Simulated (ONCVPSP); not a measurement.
# Pseudopotential generation for P: ONCV, PBE, scalar-relativistic.

ONCVPSP 4.0.1 was run on this input:

```
# ATOM AND REFERENCE CONFIGURATION
# atsym  z   nc   nv     iexc    psfile
  P 15.00    3    2        4      upf
#
#   n    l    f
    1    0    2.00
    2    0    2.00
    2    1    6.00
    3    0    2.00
    3    1    2.50
#
# PSEUDOPOTENTIAL AND OPTIMIZATION
# lmax
    2
#
#   l,   rc,      ep,       ncon, nbas, qcut
    0    1.70    0.00    4    8    4.90
    1    1.20    0.00    4    7    6.00
    2    1.35    0.29    4    8    6.50
#
# LOCAL POTENTIAL
# lloc, lpopt,  rc(5),   dvloc0
    4    5    1.00   -1.00
#
# VANDERBILT-KLEINMAN-BYLANDER PROJECTORs
# l, nproj, debl
    0    2    0.80
    1    2    2.20
    2    2    1.80
#
# MODEL CORE CHARGE
# icmod, fcfact, rcfact
    0    0.00    0.00
#
# LOG DERIVATIVE ANALYSIS
# epsh1, epsh2, depsh
   -2.00    5.00    0.02
#
# OUTPUT GRID
# rlmax, drl
    6.00    0.01
#
# TEST CONFIGURATIONS
# ncnf
    4
# nvcnf
#   n    l    f
    2
    3    0    2.00
    3    1    3.00
#
    2
    3    0    2.00
    3    1    2.00
#
    2
    3    0    2.00
    3    1    1.00
#
    2
    3    0    1.00
    3    1    4.00
#
```

Command:

```bash
oncvpsp.x < P.dat > P.out
```

Resulting log (shortened: citation, most of the input echo, consistency checks and plot data are left out):

```
ONCVPSP  (Optimized Norm-Conservinng Vanderbilt PSeudopotential)
scalar-relativistic version 4.0.1

#   n    l    f        energy (Ha)
    1    0    2.00    -7.6778766E+01
    2    0    2.00    -6.5780058E+00
    2    1    6.00    -4.7592811E+00
    3    0    2.00    -6.7726367E-01
    3    1    2.50    -3.5518017E-01

Reference configufation results
  iterations    24
  all-electron total energy (Ha)   -3.41763421D+02

Begin loop to  construct optimized pseudo wave functions
and semi-local pseudopoentials for all angular momenta

   Wellstate for l =  0  n =  4
     eigenvalue =   0.1227
     asymptotic potential =   0.6227
     half-point radius =  5.2121

Calculating optimized projector #   1

 for l=   0

    Fraction of norm inside rc  0.464008
    Optimizing pswf for qcut=   4.90 a_B^-1,  ecut=  12.00 Ha
    Residual kinetic energy error=  1.64D-04 Ha

    Energy error per electron        Cutoff
         Ha          eV             Ha
         0.01000     0.27211        6.87
         0.00100     0.02721        9.87
         0.00010     0.00272       14.64
         0.00001     0.00027       52.66

Calculating optimized projector #   2

 for l=   0

    Fraction of norm inside rc  0.113880
    Optimizing pswf for qcut=   4.90 a_B^-1,  ecut=  12.00 Ha
    Residual kinetic energy error=  9.70D-05 Ha

    Energy error per electron        Cutoff
         Ha          eV             Ha
         0.01000     0.27211        6.10
         0.00100     0.02721        9.31
         0.00010     0.00272       12.01
         0.00001     0.00027       32.07

   Wellstate for l =  1  n =  4
     eigenvalue =   1.8448
     asymptotic potential =   2.3448
     half-point radius =  2.4047

Calculating optimized projector #   1

 for l=   1

    Fraction of norm inside rc  0.096391
    Optimizing pswf for qcut=   6.00 a_B^-1,  ecut=  17.98 Ha
    Residual kinetic energy error=  7.76D-03 Ha

    Energy error per electron        Cutoff
         Ha          eV             Ha
         0.01000     0.27211       14.32
         0.00100     0.02721       85.73
         0.00010     0.00272      105.04
         0.00001     0.00027      149.27

Calculating optimized projector #   2

 for l=   1

    Fraction of norm inside rc  0.129161
    Optimizing pswf for qcut=   6.00 a_B^-1,  ecut=  17.98 Ha
    Residual kinetic energy error=  6.49D-02 Ha

    Energy error per electron        Cutoff
         Ha          eV             Ha
         0.01000     0.27211       59.61
         0.00100     0.02721      132.86
         0.00010     0.00272      153.13
         0.00001     0.00027      236.77

   Wellstate for l =  2  n =  3
     eigenvalue =   0.2900
     asymptotic potential =   0.7900
     half-point radius =  2.7888

   Wellstate for l =  2  n =  4
     eigenvalue =   2.0900
     asymptotic potential =   2.5900
     half-point radius =  2.5718

Calculating optimized projector #   1

 for l=   2

    Fraction of norm inside rc  0.175449
    Optimizing pswf for qcut=   6.50 a_B^-1,  ecut=  21.10 Ha
    Residual kinetic energy error=  1.82D-03 Ha

    Energy error per electron        Cutoff
         Ha          eV             Ha
         0.01000     0.27211       15.18
         0.00100     0.02721       24.06
         0.00010     0.00272      112.52
         0.00001     0.00027      132.80

Calculating optimized projector #   2

 for l=   2

    Fraction of norm inside rc  0.239526
    Optimizing pswf for qcut=   6.50 a_B^-1,  ecut=  21.10 Ha
    Residual kinetic energy error=  1.16D-02 Ha

    Energy error per electron        Cutoff
         Ha          eV             Ha
         0.01000     0.27211       21.50
         0.00100     0.02721       36.14
         0.00010     0.00272       79.34
         0.00001     0.00027      158.83

Construct Vanderbilt / Kleinmman-Bylander projectors

B matrix Hermiticity error, ll=   0
   1   2    3.2250E-05

  Orthonormal projector coefficients  7.2357E+00  6.6492E-01

B matrix Hermiticity error, ll=   1
   1   2    9.5652E-05

  Orthonormal projector coefficients -2.4117E+01  3.6254E+00

B matrix Hermiticity error, ll=   2
   1   2    7.5582E-05

  Orthonormal projector coefficients -9.6481E+00 -1.7657E+00

Pseudoatom total energy   -6.264553

Diagnostic tests using Vanderbilt-Kleinman-Bylander pseudopotentials
  1 or more projectors used as specified by nproj input data

   l    rcore       rmatch      e in        delta e   norm test  slope test

   0   1.7100854   1.7620073  -0.6772637  -0.0000036   1.0000323   1.0000518
   0   1.7100854   1.7620073   0.1227363   0.0000005   1.0001061   1.0001061

   1   1.2015364   1.2380176  -0.3551802   0.0000096   1.0000512   1.0000438
run_diag: lschvkbbe ERROR   2   2   1  60  1.84481984E+00  1.61033786E+00
   1   1.2015364   1.2380176   1.8448198  -0.2344820   0.2462949   0.3451608

   2   1.3542428   1.3953606   0.2900000   0.0000179   1.0000677   1.0000677
   2   1.3542428   1.3953606   2.0900000   0.0000155   1.0001598   1.0001598

 Testing for bound ghosts
   n   l    E NL Schr. Eq   E Basis Diag.   E Cutoff

   1   0       -0.677267       -0.674933     89.26

       1                       -3.276316    151.79  WARNING - GHOST(-)
   2   1       -0.355171       -0.256037    151.79

 Testing for highly-localized positive-energy ghosts
       l    <radius>/rc     E Basis Diag.   E Cutoff

       0        0.569834        3.995534     89.26  WARNING - GHOST(+)

Test configuration 0

   n   l     f        eae           eps        diff
   1   0  2.0000  -76.77876559
   2   0  2.0000   -6.57800579
   2   1  6.0000   -4.75928111
   3   0  2.0000   -0.67726367   -0.67726726   -3.59D-06
   3   1  2.5000   -0.35518017   -0.35517059    9.58D-06

    Total energies and differences
      AE_ref= -3.41763421D+02  AE_tst= -3.41763421D+02  dif=  0.00D+00
      PS_ref= -6.26455257D+00  PS_tst= -6.26455257D+00  dif= -1.78D-15
      PSP excitation error=  1.78D-15

Test configuration 1

   n   l     f        eae           eps        diff
   1   0  2.0000  -76.59189075
   2   0  2.0000   -6.39406272
   2   1  6.0000   -4.57504848
   3   0  2.0000   -0.51336413   -0.51332160    4.25D-05
   3   1  3.0000   -0.20237180   -0.20235283    1.90D-05

    Total energies and differences
      AE_ref= -3.41763421D+02  AE_tst= -3.41902143D+02  dif= -1.39D-01
      PS_ref= -6.26455257D+00  PS_tst= -6.40327577D+00  dif= -1.39D-01
      PSP excitation error=  1.48D-06

Test configuration 2

   n   l     f        eae           eps        diff
   1   0  2.0000  -76.99054902
   2   0  2.0000   -6.78485345
   2   1  6.0000   -4.96658816
   3   0  2.0000   -0.85579034   -0.85582164   -3.13D-05
   3   1  2.0000   -0.52239719   -0.52237743    1.98D-05

    Total energies and differences
      AE_ref= -3.41763421D+02  AE_tst= -3.41544589D+02  dif=  2.19D-01
      PS_ref= -6.26455257D+00  PS_tst= -6.04571379D+00  dif=  2.19D-01
      PSP excitation error= -6.80D-06

Test configuration 3

   n   l     f        eae           eps        diff
   1   0  2.0000  -77.48150135
   2   0  2.0000   -7.25895834
   2   1  6.0000   -5.44219278
   3   0  2.0000   -1.24787342   -1.24769204    1.81D-04
   3   1  1.0000   -0.89209700   -0.89178788    3.09D-04

    Total energies and differences
      AE_ref= -3.41763421D+02  AE_tst= -3.40840950D+02  dif=  9.22D-01
      PS_ref= -6.26455257D+00  PS_tst= -5.34215392D+00  dif=  9.22D-01
      PSP excitation error=  7.28D-05

Test configuration 4

   n   l     f        eae           eps        diff
   1   0  2.0000  -76.64992672
   2   0  2.0000   -6.45049880
   2   1  6.0000   -4.63105411
   3   0  1.0000   -0.53928213   -0.53896107    3.21D-04
   3   1  4.0000   -0.22312553   -0.22314807   -2.25D-05

    Total energies and differences
      AE_ref= -3.41763421D+02  AE_tst= -3.41588520D+02  dif=  1.75D-01
      PS_ref= -6.26455257D+00  PS_tst= -6.08983253D+00  dif=  1.75D-01
      PSP excitation error=  1.81D-04
```

Note: ghosts flagged at negative energy: p at -89.2 eV; GHOST(+) flagged for s at 108.7 eV. A true bound ghost makes a file unfit for plane-wave use.

The run took about 2.4 s on one core of a shared server CPU.
